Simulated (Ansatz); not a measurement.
Reaction (SMILES): [F][Al]([F])[F] → [F][Al][F] + F atom (the Al-F bond at the site shown breaks; other sites are not compared here)
Geometries: B3LYP-D3(BJ)/def2-TZVP minima from Ansatz (an electronic-structure program).

Wanted: bond dissociation energy (electronic energy difference), in eV. Valence correlation only, unless marked. Open shells are spin-unrestricted. No spin-orbit coupling. Non-relativistic. CBS(X,Y): correlation extrapolated as X^-3; Hartree-Fock from the larger set.

| level | program | bond dissociation energy (eV) |
|---|---|---|
| r2SCAN-D4/def2-TZVPD | Ansatz + dftd4 | ___ |
| PBE0-D3(BJ)/def2-TZVPD | Ansatz + dftd3 | ___ |
| CCSD(T)/CBS(cc-pV(T+d)Z,cc-pV(Q+d)Z) | Ansatz | 6.87 |

**Question.** What belongs in the gaps?

**Answer.** 
- r2SCAN-D4/def2-TZVPD, bond dissociation energy (eV): 6.60
- PBE0-D3(BJ)/def2-TZVPD, bond dissociation energy (eV): 6.47
